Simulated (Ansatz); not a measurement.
Gas-phase electronic energies from Ansatz, PBE0-D4/def2-TZVP geometries. CBS: MP2 limit from def2 TZ/QZ plus the TZ coupled-cluster correction, frozen cores. Functionals use def2-TZVPP. B3LYP here is the variant with VWN-RPA as its local correlation; programs differ in this. For Ge outer-core shells are correlated without core-valence functions, which leaves a few kJ/mol of doubt a bond. Scalar relativity is left out up to krypton. Each species was taken in one conformer, which may not be the lowest.

Reaction (ligand exchange at the Si–N bond): `[SiH3][N]([SiH3])[AlH][Cl]` + `[OH][GeH2][OH]` → `[OH][GeH2][O][SiH3]` + `[SiH3][NH][AlH][Cl]`

```json
{"level": "PBE0-D4", "ΔE (eV)": "-0.45"}
{"level": "PBE", "ΔE (eV)": "-0.48"}
{"level": "r2SCAN", "ΔE (eV)": "-0.52"}
{"level": "PBE0", "ΔE (eV)": "-0.50"}
{"level": "B3LYP", "ΔE (eV)": "-0.62"}
{"level": "HF/def2-TZVPP", "ΔE (eV)": "-0.73"}
{"level": "SCS-MP2/def2-TZVPP", "ΔE (eV)": "-0.54"}
{"level": "CCSD/def2-TZVPP", "ΔE (eV)": "-0.55"}
```

Task: What does CCSD(T)/CBS give? (An estimate is asked.)

Result: Computed: -0.50 eV. The listed levels differ from it by 0.05, 0.02, -0.02, 0.00, -0.12, -0.23, -0.04, -0.05 eV.

Largest T1 diagnostic among the species: 0.012.

The D4 term adds +0.08 eV with B3LYP and +0.04 eV with PBE0; it sums over pairs of atoms, weighted by their polarisabilities, and B3LYP, whose exchange is more repulsive, gets the larger term. In def2-TZVPP, CCSD(T) changes the Hartree–Fock value by +0.22 eV (the triples alone add +0.04 eV) and MP2 by +0.24 eV.
